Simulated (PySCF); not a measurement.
3-silylpropylsilane (C₃H₁₂Si₂), SMILES C(CC[SiH3])[SiH3].

Geometry optimised at ωB97X-D3(BJ)/def2-SVP. Other conformers were not sampled.

Computed with CAM-B3LYP/def2-TZVP in PySCF.

Gas-phase values at a fixed geometry.

```
Item                                                                                                             Value
---------------------------------------------------------------------------------------------  -----------------------
total energy                                                                                        -700.51044 hartree
point group                                                                                                         C2
highest occupied level                                                                                        -9.78 eV
lowest empty level                                                                                             1.39 eV
orbital gap                                                                                                   11.17 eV
dipole moment                                                                                                   1.00 D
quadrupole, principal values (traceless, Buckingham form, about the centre of nuclear charge)    -3.77, 1.18, 2.59 D·Å
mean static polarisability                                                                       89.3 bohr³ (13.23 Å³)
polarisability, principal values                                                               81.5, 86.3, 100.1 bohr³
```
